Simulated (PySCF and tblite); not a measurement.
Values are calculated unless marked as measured or tabulated.
System: C3H10OSSi, numbered as in [CH3:1][CH:2]([CH3:3])[S@@:4](=[O:5])[SiH3:6].

Motion: pyramidal inversion at S4. GFN2-xTB gives an electronic barrier of 30.4 kcal/mol and a reaction energy of 0.4 kcal/mol.

(1) What does PBE/pcSseg-1 + D3(BJ), IEF-PCM chloroform give on GFN2-xTB geometries?

Programs: tblite and PySCF.

Results:

(1) A barrier of 27.0 kcal/mol, 3.4 below the tight-binding barrier (from unrounded values), a reaction energy of 0.3 kcal/mol and, with GFN2-xTB thermal terms, ΔG‡(298 K) = 25.8 kcal/mol and k = 7.9×10⁻⁷ s⁻¹ (1 equivalent path).
